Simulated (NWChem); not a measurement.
# thionyl fluoride (SOF$_{2}$); SMILES O=S(F)F

All runs: NWChem. Pople sets run with spherical d functions. Each level has its own optimisation; frequencies are unscaled.

```json
[
 {"level": "Hartree-Fock/STO-3G", "r O–S (Å)": "1.660", "r F–S (Å)": "1.650", "highest harmonic frequency (cm⁻¹)": "981", "lowest (cm⁻¹)": "278", "zero-point energy (kcal/mol)": "5.1", "dipole (D)": "2.64"},
 {"level": "Hartree-Fock/3-21G", "r O–S (Å)": "1.529", "r F–S (Å)": "1.633", "highest harmonic frequency (cm⁻¹)": "1121", "lowest (cm⁻¹)": "352", "zero-point energy (kcal/mol)": "5.9", "dipole (D)": "3.18"},
 {"level": "Hartree-Fock/6-31G*", "r O–S (Å)": "1.409", "r F–S (Å)": "1.573", "highest harmonic frequency (cm⁻¹)": "1465", "lowest (cm⁻¹)": "416", "zero-point energy (kcal/mol)": "6.8", "dipole (D)": "2.22"},
 {"level": "B3LYP/6-31G*", "r O–S (Å)": "1.446", "r F–S (Å)": "1.628", "highest harmonic frequency (cm⁻¹)": "1317", "lowest (cm⁻¹)": "340", "zero-point energy (kcal/mol)": "5.8", "dipole (D)": "1.79"},
 {"level": "LDA (Slater exchange, VWN5)/def2-SVP", "r O–S (Å)": "1.448", "r F–S (Å)": "1.625", "highest harmonic frequency (cm⁻¹)": "1317", "lowest (cm⁻¹)": "330", "zero-point energy (kcal/mol)": "5.8", "dipole (D)": "1.67"},
 {"level": "PBE/def2-SVP", "r O–S (Å)": "1.460", "r F–S (Å)": "1.653", "highest harmonic frequency (cm⁻¹)": "1278", "lowest (cm⁻¹)": "314", "zero-point energy (kcal/mol)": "5.6", "dipole (D)": "1.69"},
 {"level": "BLYP/def2-SVP", "r O–S (Å)": "1.465", "r F–S (Å)": "1.669", "highest harmonic frequency (cm⁻¹)": "1247", "lowest (cm⁻¹)": "304", "zero-point energy (kcal/mol)": "5.4", "dipole (D)": "1.77"},
 {"level": "PBE0/def2-SVP", "r O–S (Å)": "1.437", "r F–S (Å)": "1.616", "highest harmonic frequency (cm⁻¹)": "1364", "lowest (cm⁻¹)": "357", "zero-point energy (kcal/mol)": "6.0", "dipole (D)": "1.85"}
]
```
